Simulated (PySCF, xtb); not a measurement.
C3H7FOSi, SMILES F[Si@H](C)C(C)=O.

GFN2-xTB (xtb) at its own geometry gives an orbital gap of 2.76 eV and a dipole moment of 1.45 D.

Geometry: B3LYP-D3(BJ)/def2-SVP. The structure was generated by enumeration; whether it is a known compound was not checked. The values are those of a single conformer.

### Question
What does HF/def2-TZVP in PySCF give? (The exact figures need the calculation; the answer reports its results.)

### Answer
gap 13.36 eV (levels -10.66 and 2.70 eV), dipole 1.26 D.
